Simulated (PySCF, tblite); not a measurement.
Isomers of C7H9O (doublet state), one GFN2-xTB conformer each. Single-point energies are computed at B3LYP/pcH-1 (PySCF, gas phase, no added dispersion term), electronic only. GFN2-xTB treats the open shell by occupation alone, and not every SCF solution was tested for stability.

```
                         SMILES  GFN2-xTB relative energy (kJ/mol)
             [CH2]OC1=CC=C(C)C1                               62.0
              CC(=O)C1=CCC[CH]1                                0.0
           C=[C][C@@]1(C=C)CCO1                              272.1
C[C@@]12[CH][C@@H](C1)[C@H]2C=O                              252.2
```

Conformers: `[CH2:1][O:2][C:3]1=[CH:4][CH:5]=[C:6]([CH3:7])[CH2:8]1` (doublet state) with H–C1–O2–C3 -179° and -1°, C1–O2–C3–C4 180°; `[CH3:1][C:2](=[O:3])[C:4]1=[CH:5][CH2:6][CH2:7][CH:8]1` (doublet state) with C1–C2–C4–C5 180°; `[CH2:1]=[C:2][C@@:3]1([CH:4]=[CH2:5])[CH2:6][CH2:7][O:8]1` (doublet state) with C1–C2–C3–C4 99°, C2–C3–C4–C5 -122°; `[CH3:1][C@@:2]12[CH:3][C@@H:4]([CH2:5]1)[C@H:6]2[CH:7]=[O:8]` (doublet state) with C4–C6–C7–O8 -3°.

What does B3LYP/pcH-1 give for the same structures?

```csv
SMILES,B3LYP/pcH-1 E (Eh),B3LYP/pcH-1 (kJ/mol),GFN2-xTB (kJ/mol),point group
CC(=O)C1=CCC[CH]1,-347.35855,0.0,0.0,Cs
[CH2]OC1=CC=C(C)C1,-347.30382,143.7,62.0,–
C=[C][C@@]1(C=C)CCO1,-347.24674,293.6,272.1,C1
C[C@@]12[CH][C@@H](C1)[C@H]2C=O,-347.24167,306.9,252.2,C1
```

Both levels put the same isomer lowest; measured from each level's own lowest isomer, the values differ by up to 81.7 kJ/mol ([CH2]OC1=CC=C(C)C1: 62.0 against 143.7). As drawn, the highest has a four-membered ring and a quaternary carbon, which the lowest lacks. Neighbours under 21 kJ/mol apart (C=[C][C@@]1(C=C)CCO1 and C[C@@]12[CH][C@@H](C1)[C@H]2C=O) can change places with a better method, another conformer or zero-point energy.

What happens when harmonic zero-point energies from GFN2-xTB frequencies are added?

```json
{"SMILES": "CC(=O)C1=CCC[CH]1", "ZPE (kJ/mol)": "360.0", "electronic (kJ/mol)": "0.0", "with ZPE (kJ/mol)": "0.0"}
{"SMILES": "[CH2]OC1=CC=C(C)C1", "ZPE (kJ/mol)": "354.6", "electronic (kJ/mol)": "143.7", "with ZPE (kJ/mol)": "138.4"}
{"SMILES": "C=[C][C@@]1(C=C)CCO1", "ZPE (kJ/mol)": "352.5", "electronic (kJ/mol)": "293.6", "with ZPE (kJ/mol)": "286.1"}
{"SMILES": "C[C@@]12[CH][C@@H](C1)[C@H]2C=O", "ZPE (kJ/mol)": "360.2", "electronic (kJ/mol)": "306.9", "with ZPE (kJ/mol)": "307.1"}
```

The zero-point energies span 7.7 kJ/mol. The order is unchanged.
